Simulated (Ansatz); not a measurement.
Consider the ligand exchange at the Sn–O bond: `[OH][Sn]([OH])([F])[F]` + CH₃OH → `C[O][Sn]([OH])([F])[F]` + H₂O.

Computed with Ansatz on PBE0-D4/def2-TZVP structures; ΔE is electronic, products minus reactants. CCSD(T)/CBS is the MP2 limit (def2-TZVPP, def2-QZVPP) plus CCSD(T) − MP2 in def2-TZVPP, frozen cores. This one scheme is used for every species. Functionals use def2-TZVPP. Elements past krypton have def2 core potentials. For Sn outer-core shells are correlated without core-valence functions, which leaves a few kJ/mol of doubt a bond. Each species was taken in one conformer, which may not be the lowest.

Question: Is it downhill or uphill in electronic energy at CCSD(T)/CBS, and by how much? (Estimate.)

Answer: The calculation gave: Nearly level: ΔE = +0.1 kJ/mol.

Question: What do these levels give: CAM-B3LYP-D4, PBE-QIDH, BLYP, CCSD(T)/def2-SVP, HF/def2-TZVPP, CCSD/CBS(def2)? (An estimate is asked.)

Answer: The calculation gave: CAM-B3LYP-D4 5.2, PBE-QIDH 5.7, BLYP 8.5, CCSD(T)/def2-SVP 2.2, HF/def2-TZVPP 9.3, CCSD/CBS(def2) 1.3 kJ/mol.

Largest T1 diagnostic among the species: 0.015.

In def2-TZVPP, CCSD(T) changes the Hartree–Fock value by −6.9 kJ/mol (the triples alone add −1.2 kJ/mol) and MP2 by −7.6 kJ/mol. The D4 term adds −5.1 kJ/mol with B3LYP and −3.0 kJ/mol with PBE0; it sums over pairs of atoms, weighted by their polarisabilities, and B3LYP, whose exchange is more repulsive, gets the larger term.

B3LYP here is the variant with VWN-RPA as its local correlation; programs differ in this.
